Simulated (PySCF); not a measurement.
Job file and geometry (Å, from PBE0-D3(BJ)/def2-SVP) of an NMR shielding run on SMILES Cc1ccpc(C)c1C, C8H11P, PySCF 2.14.0, density-fitted response routines, GIAO PBE0/pcSseg-1 NMR shielding, non-relativistic, gas phase; density fitting, a coarse starting grid and PySCF grid level 2 are the driver's defaults:

```
$ OMP_NUM_THREADS=1 python probes_run.py task.json out

{"job": {"kind": "nmr", "xc": "PBE0", "basis": "pcSseg-1"}, "charge": 0, "multiplicity": 1}
C     -1.698653    -1.826283    -0.221150
C     -1.113270    -0.443150    -0.184601
C     -1.979932     0.645321    -0.333512
C     -1.582941     1.974501    -0.333312
P      0.051437     2.510223    -0.160199
C      0.895347     0.987483     0.004639
C      2.389838     1.114409     0.165151
C      0.281253    -0.277328    -0.012449
C      1.119107    -1.521473     0.128510
H     -1.245340    -2.440420    -1.016171
H     -1.532339    -2.366457     0.725695
H     -2.781913    -1.791602    -0.398990
H     -3.044990     0.421475    -0.460501
H     -2.352684     2.744049    -0.456770
H      2.739421     0.680724     1.116656
H      2.932319     0.603040    -0.646990
H      2.696720     2.170578     0.153735
H      2.137349    -1.308227     0.471230
H      0.671219    -2.231471     0.839357
H      1.200444    -2.051574    -0.836190
```

**Question.** What does the program print?

**Answer.** 
```
coarse grid: 17136 points
cycle   1  E = -652.1577077294  dE =  1.145e+00  |g| = 4.085e-01  |ddm| = 4.416e+00
cycle   2  E = -652.1513497119  dE =  6.358e-03  |g| = 4.422e-01  |ddm| = 9.550e-01
cycle   3  E = -652.2030864808  dE = -5.174e-02  |g| = 7.388e-02  |ddm| = 6.020e-01
cycle   4  E = -652.2045359215  dE = -1.449e-03  |g| = 3.483e-02  |ddm| = 1.671e-01
cycle   5  E = -652.2048567355  dE = -3.208e-04  |g| = 1.172e-02  |ddm| = 4.829e-02
cycle   6  E = -652.2048893324  dE = -3.260e-05  |g| = 3.602e-03  |ddm| = 1.493e-02
cycle   7  E = -652.2048926546  dE = -3.322e-06  |g| = 8.904e-04  |ddm| = 4.644e-03
final grid: 160688 points
cycle   8  E = -652.2604064396  dE = -5.098e-05  |g| = 9.797e-03  |ddm| = 5.321e-02
cycle   9  E = -652.2603793329  dE =  2.711e-05  |g| = 1.352e-02  |ddm| = 2.568e-02
cycle  10  E = -652.2604315369  dE = -5.220e-05  |g| = 2.177e-03  |ddm| = 1.926e-02
cycle  11  E = -652.2604329618  dE = -1.425e-06  |g| = 3.973e-04  |ddm| = 3.225e-03
cycle  12  E = -652.2604329950  dE = -3.312e-08  |g| = 1.806e-04  |ddm| = 5.642e-04
cycle  13  E = -652.2604330027  dE = -7.792e-09  |g| = 3.597e-05  |ddm| = 2.022e-04
cycle  14  E = -652.2604330031  dE = -3.524e-10  |g| = 1.071e-05  |ddm| = 6.739e-05
converged SCF energy = -652.2604330031

GIAO shielding tensors (ppm)
atom      isotropic    diamagn.    paramagn.     s11        s22        s33       span
  0 C      158.577     246.797     -88.220    142.153    154.629    178.950     36.797
  1 C       40.428     261.422    -220.994    -55.983      8.328    168.940    224.922
  2 C       44.517     252.744    -208.227    -62.619     43.433    152.737    215.356
  3 C       22.386     265.607    -243.221   -141.530     34.800    173.889    315.419
  4 P       97.240     969.740    -872.500   -130.111    -41.912    463.742    593.853
  5 C        9.717     264.592    -254.875   -151.233      6.728    173.655    324.888
  6 C      157.694     246.125     -88.431    146.288    151.320    175.473     29.185
  7 C       37.805     258.864    -221.059    -63.798     12.006    165.206    229.004
  8 C      166.251     248.089     -81.838    158.091    163.775    176.886     18.795
  9 H       28.891      29.507      -0.615     23.975     28.452     34.248     10.273
 10 H       28.755      29.571      -0.816     23.979     28.117     34.170     10.192
 11 H       29.024      29.210      -0.187     23.683     28.564     34.824     11.140
 12 H       23.545      32.172      -8.627     18.969     23.353     28.314      9.345
 13 H       22.683      30.006      -7.323     20.591     20.699     26.759      6.168
 14 H       28.507      29.607      -1.100     23.582     27.986     33.953     10.371
 15 H       28.617      29.423      -0.806     23.739     27.987     34.126     10.387
 16 H       28.403      28.927      -0.525     23.214     28.640     33.354     10.140
 17 H       28.548      31.555      -3.008     21.857     29.877     33.909     12.052
 18 H       29.118      30.824      -1.706     23.477     29.455     34.421     10.944
 19 H       29.168      29.927      -0.759     24.662     27.487     35.356     10.694
```

**Question.** Turn these shieldings into chemical shifts. Referencing at the same level of theory: $^{13}$C (σref 184.41), $^{1}$H (σref 31.27) vs TMS; $^{31}$P (σref 310.13) against H3PO4.

**Answer.** Averaging equivalent atoms: C 5: 174.7; C 3: 162.0; C 7: 146.6; C 1: 144.0; C 2: 139.9; C 6: 26.7; C 0: 25.8; C 8: 18.2; P 4: 212.9; H 13: 8.58; H 12: 7.72; H 14/15/16: 2.76; H 9/10/11: 2.38; H 17/18/19: 2.32 ppm. Experimental scales use liquid or dissolved standards, which lie at an offset from isolated H3PO4.

Size and cost of the density-fitted run: 215 basis functions, 73 s wall time on 1 thread of an Arm Neoverse N1, shared host; peak memory 1.1 GiB.
